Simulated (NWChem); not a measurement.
System meant: CH$_{6}$SeSi; SMILES C[Se][SiH3]

NWChem input:

```
start job
memory heap 200 mb stack 900 mb global 1100 mb
geometry units angstroms noautoz
  Se    -0.476596     0.538869     0.005092
  C      1.319692     1.318238     0.001775
  H      1.185036     2.407754     0.013655
  H      1.866742     1.032633    -0.906235
  H      1.878034     1.014673     0.897017
  Si     0.160273    -1.646731    -0.008609
  H      0.976318    -1.986415     1.197836
  H      0.970019    -1.972912    -1.222902
  H     -1.099461    -2.445214    -0.009672
end
basis spherical
  * library def2-svp
end
dft
  odft
  mult 2
  xc b3lyp
  iterations 150
  mulliken
end
task dft energy
```

End of the output:

```
 Summary of "ao basis" -> "" (spherical)
 ------------------------------------------------------------------------------
       Tag                 Description            Shells   Functions and Types
 ---------------- ------------------------------  ------  ---------------------
 *                          def2-svp                  on all atoms

                                 NWChem DFT Module
                                 -----------------

 Summary of "ao basis" -> "ao basis" (spherical)
 ------------------------------------------------------------------------------
       Tag                 Description            Shells   Functions and Types
 ---------------- ------------------------------  ------  ---------------------
 Se                         def2-svp                12       32   5s4p3d
 C                          def2-svp                 6       14   3s2p1d
 H                          def2-svp                 3        5   2s1p
 Si                         def2-svp                 8       18   4s3p1d

 Summary of "ao basis" -> "ao basis" (spherical)
 ------------------------------------------------------------------------------
       Tag                 Description            Shells   Functions and Types
 ---------------- ------------------------------  ------  ---------------------
 Se                         def2-svp                12       32   5s4p3d
 C                          def2-svp                 6       14   3s2p1d
 H                          def2-svp                 3        5   2s1p
 Si                         def2-svp                 8       18   4s3p1d

  number of electrons :                   60
  multiplicity        :                    2
 ------------------------------------------------------------------------
  no. of electrons and multiplicity not compatible                  60
 ------------------------------------------------------------------------
 ------------------------------------------------------------------------
  current input line :
    24: task dft energy
 ------------------------------------------------------------------------
 ------------------------------------------------------------------------
 There is an error in the input file
 ------------------------------------------------------------------------
 For more information see the NWChem manual at https://nwchemgit.github.io

0: no. of electrons and multiplicity not compatible:Received an Error in Communication
```

**Question.** What is wrong, and how is it mended?

**Answer.** The input was rejected before any calculation. Cause: the multiplicity doesn't fit the number of electrons (an even count wants an odd multiplicity, and the reverse). This input runs:
```
start job
memory heap 200 mb stack 900 mb global 1100 mb
geometry units angstroms noautoz
  Se    -0.476596     0.538869     0.005092
  C      1.319692     1.318238     0.001775
  H      1.185036     2.407754     0.013655
  H      1.866742     1.032633    -0.906235
  H      1.878034     1.014673     0.897017
  Si     0.160273    -1.646731    -0.008609
  H      0.976318    -1.986415     1.197836
  H      0.970019    -1.972912    -1.222902
  H     -1.099461    -2.445214    -0.009672
end
basis spherical
  Se library def2-svp
  C library def2-svp
  H library def2-svp
  Si library def2-svp
end
dft
  xc b3lyp
  iterations 150
  mulliken
end
task dft energy
```
It converges to -2732.41572 Ha (B3LYP/def2-SVP).
